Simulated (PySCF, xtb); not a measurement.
Al(Cl)2(SeH) (AlCl2HSe), SMILES [Cl][Al]([Cl])[SeH].

GFN2-xTB (xtb) at its own geometry gives an orbital gap of 3.58 eV and a dipole moment of 1.39 D.

Geometry optimised at B3LYP-D3(BJ)/def2-SVP. The structure was generated by enumeration; whether it is a known compound was not checked. The values are those of a single conformer.

**Question.** What does PBE/def2-TZVP (PySCF) give? (Estimate from the structure and the level; the computed values follow.)

**Answer.** gap 4.65 eV (levels -6.69 and -2.03 eV), dipole 1.13 D.
